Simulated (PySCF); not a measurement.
C2H7BrOSi. Atoms are numbered in the order given.

```xyz
12

Si     0.4308     0.9026     0.6462
Br     1.4399    -0.6506    -0.5999
O     -1.1908     0.9137     0.3549
C     -2.0702    -0.1733     0.5655
C     -3.4789     0.2534     0.2341
H      0.7297     0.5590     2.0651
H      0.9485     2.2344     0.2564
H     -2.0071    -0.5127     1.6172
H     -1.7648    -1.0259    -0.0683
H     -3.5446     0.5780    -0.8147
H     -3.7897     1.0933     0.8729
H     -4.1805    -0.5803     0.3865
```

The structure is a stationary point at PBE0-D3(BJ)/def2-SVP. One conformer was computed; it need not be the lowest.

All values below come from B3LYP/pcSseg-1 (PySCF).

GIAO shieldings, no solvent; atoms listed in one row are averaged. δ = σ(ref) − σ: ²⁹Si against TMS (σ = 338.7 ppm); ¹⁷O against H2O (σ = 333.8 ppm); ¹³C against TMS (σ = 181.3 ppm); ¹H against TMS (σ = 31.68 ppm), references at their B3LYP-D3(BJ)/def2-TZVP geometries, non-relativistic (without spin–orbit terms, shifts of atoms bonded to Cl or Br come out too high).

**Question.** Estimate the chemical shifts. (The exact figures need the calculation; the answer reports its results.)

**Answer.** 
```csv
nucleus,atoms,count,δ (ppm)
²⁹Si,Si1,1,-12.1
¹⁷O,O3,1,76.2
¹³C,C4,1,65.1
¹³C,C5,1,22.0
¹H,H6,1,5.88
¹H,H7,1,5.69
¹H,H9,1,4.28
¹H,H8,1,3.89
¹H,"H10, H11, H12",3,1.64
```
